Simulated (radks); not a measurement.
Question: Valence configurations of the praseodymium ion Pr+ (all share [Xe]). Calculated with a radial shooting solver on a logarithmic mesh with Libxc functionals: non-relativistic Kohn-Sham, r2SCAN, spin-polarised, spherical densities, point nucleus; open shells are filled with parallel spins first (spin-orbit coupling, left out, can overturn this in heavy ions); meta-GGA in the generalised Kohn-Sham scheme; relativity is left out, which matters for an element this heavy. Order these by energy: 4f3 6s1; 4f2.5 6s1 6p0.5; 5d2 6s1 6p1; 4f2 6s2; 4f2.5 6s1.5; 4f2 6s1.5 6p0.5; 4f3 6p1; 4f4; 4f2 5d1 6s1; 4f2 6s1 6p1.

Answer: From the lowest, in eV above it: 4f3 6s1 0.000; 4f4 0.194; 4f3 6p1 2.527; 4f2.5 6s1.5 2.624; 4f2.5 6s1 6p0.5 3.326; 4f2 5d1 6s1 4.442; 4f2 6s2 6.726; 4f2 6s1.5 6p0.5 7.929; 4f2 6s1 6p1 8.578; 5d2 6s1 6p1 34.663. NIST lists [Xe] 4f3 6s1 as the ground configuration; this level of theory agrees among the configurations tried. The energies are those of spherical high-spin densities, not of single terms. Relativity is left out, which favours d and f over s occupation in heavy atoms.
